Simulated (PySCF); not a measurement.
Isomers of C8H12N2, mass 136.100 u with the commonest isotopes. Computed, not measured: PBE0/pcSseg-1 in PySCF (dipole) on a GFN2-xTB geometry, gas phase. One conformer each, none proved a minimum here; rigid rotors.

Task: Order these by rotational constant B, largest first.
A. `[CH:1]#[C:2][CH2:3][N:4]1[CH2:5][C@H:6]([CH3:7])[C:8]([CH3:9])=[N:10]1` with C2–C3–N4–C5 -68°, C3–N4–C5–C6 -152°, N4–C5–C6–C7 134°, C5–C6–C8–C9 176°, C3–N4–N10–C8 150°
B. `[CH:1]#[C:2][CH2:3][C@@H:4]([C:5]#[N:6])[CH2:7][CH2:8][NH:9][CH3:10]` with C2–C3–C4–C5 175°, C3–C4–C7–C8 172°, C4–C7–C8–N9 -60°, C7–C8–N9–C10 174°
C. `[CH3:1][CH2:2][c:3]1[n:4][n:5][cH:6][c:7]([CH3:8])[c:9]1[CH3:10]` with C1–C2–C3–N4 -102°
D. `[N:1]#[C:2][CH2:3][CH:4]1[CH2:5][CH2:6][C:7](=[NH:8])[CH2:9][CH2:10]1` with C2–C3–C4–C5 173°, C3–C4–C5–C6 -179°, C4–C5–C6–C7 -56°, C5–C6–C7–N8 -124°, C6–C7–C9–C10 -54°
E. `[CH3:1][CH2:2][c:3]1[cH:4][cH:5][n:6][n:7]1[CH:8]1[CH2:9][CH2:10]1` with C1–C2–C3–C4 -94°, N6–N7–C8–C9 13°
F. `[CH3:1][c:2]1[cH:3][n:4][n:5]([CH3:6])[c:7]1[CH:8]1[CH2:9][CH2:10]1` with N5–C7–C8–C9 -72°

Result: F (1404 MHz), E (1206 MHz), C (1182 MHz), B (878.7 MHz), A (771.8 MHz), D (724.2 MHz).

Task: Order these by rotational constant A, largest first.
A. `[CH3:1][c:2]1[cH:3][n:4][n:5]([CH3:6])[c:7]1[CH:8]1[CH2:9][CH2:10]1` with N5–C7–C8–C9 -72°
B. `[CH:1]#[C:2][CH2:3][C@@H:4]([C:5]#[N:6])[CH2:7][CH2:8][NH:9][CH3:10]` with C2–C3–C4–C5 175°, C3–C4–C7–C8 172°, C4–C7–C8–N9 -60°, C7–C8–N9–C10 174°
C. `[CH3:1][CH2:2][c:3]1[n:4][n:5][cH:6][c:7]([CH3:8])[c:9]1[CH3:10]` with C1–C2–C3–N4 -102°
D. `[N:1]#[C:2][CH2:3][CH:4]1[CH2:5][CH2:6][C:7](=[NH:8])[CH2:9][CH2:10]1` with C2–C3–C4–C5 173°, C3–C4–C5–C6 -179°, C4–C5–C6–C7 -56°, C5–C6–C7–N8 -124°, C6–C7–C9–C10 -54°
E. `[CH3:1][CH2:2][c:3]1[cH:4][cH:5][n:6][n:7]1[CH:8]1[CH2:9][CH2:10]1` with C1–C2–C3–C4 -94°, N6–N7–C8–C9 13°
F. `[CH3:1][c:2]1[cH:3][n:4]([CH:5]2[CH2:6][CH2:7]2)[n:8][c:9]1[CH3:10]` with C3–N4–C5–C6 -136°

Result: D (3340 MHz), F (3005 MHz), C (2036 MHz), E (1883 MHz), A (1789 MHz), B (1508 MHz).

Task: Order these by dipole moment, smallest first.
A. `[CH3:1][c:2]1[cH:3][n:4]([CH:5]2[CH2:6][CH2:7]2)[n:8][c:9]1[CH3:10]` with C3–N4–C5–C6 -136°
B. `[CH:1]#[C:2][CH2:3][C@@H:4]([C:5]#[N:6])[CH2:7][CH2:8][NH:9][CH3:10]` with C2–C3–C4–C5 175°, C3–C4–C7–C8 172°, C4–C7–C8–N9 -60°, C7–C8–N9–C10 174°
C. `[CH3:1][c:2]1[cH:3][n:4][n:5]([CH3:6])[c:7]1[CH:8]1[CH2:9][CH2:10]1` with N5–C7–C8–C9 -72°
D. `[CH3:1][CH2:2][c:3]1[n:4][n:5][cH:6][c:7]([CH3:8])[c:9]1[CH3:10]` with C1–C2–C3–N4 -102°
E. `[CH:1]#[C:2][CH2:3][N:4]1[CH2:5][C@H:6]([CH3:7])[C:8]([CH3:9])=[N:10]1` with C2–C3–N4–C5 -68°, C3–N4–C5–C6 -152°, N4–C5–C6–C7 134°, C5–C6–C8–C9 176°, C3–N4–N10–C8 150°
F. `[CH3:1][CH2:2][c:3]1[cH:4][cH:5][n:6][n:7]1[CH:8]1[CH2:9][CH2:10]1` with C1–C2–C3–C4 -94°, N6–N7–C8–C9 13°

Result: A (1.74 D), E (2.26 D), F (2.50 D), C (2.73 D), B (4.20 D), D (4.91 D).

| SMILES | point group | Ia (u·Å²) | Ib (u·Å²) | Ic (u·Å²) | κ | μa (D) | μb (D) | μc (D) |
| --- | --- | --- | --- | --- | --- | --- | --- | --- |
| C#CC[C@@H](C#N)CCNC | C1 | 335.13 | 575.17 | 817.79 | -0.41 | 0.04 | 4.08 | 0.98 |
| CCc1ccnn1C1CC1 | C1 | 268.37 | 419.07 | 610.02 | -0.28 | 0.83 | 2.31 | 0.47 |
| Cc1cn(C2CC2)nc1C | C1 | 168.16 | 581.13 | 703.26 | -0.87 | 0.24 | 1.72 | 0.02 |
| N#CCC1CCC(=N)CC1 | C1 | 151.32 | 697.87 | 797.16 | -0.93 | 1.32 | 1.19 | 0.40 |
| C#CCN1C[C@H](C)C(C)=N1 | C1 | 170.17 | 654.81 | 773.80 | -0.90 | 1.19 | 1.90 | 0.29 |
| Cc1cnn(C)c1C1CC1 | C1 | 282.45 | 359.91 | 605.02 | 0.19 | 2.64 | 0.47 | 0.48 |
| CCc1nncc(C)c1C | C1 | 248.18 | 427.73 | 625.52 | -0.39 | 1.03 | 4.80 | 0.11 |
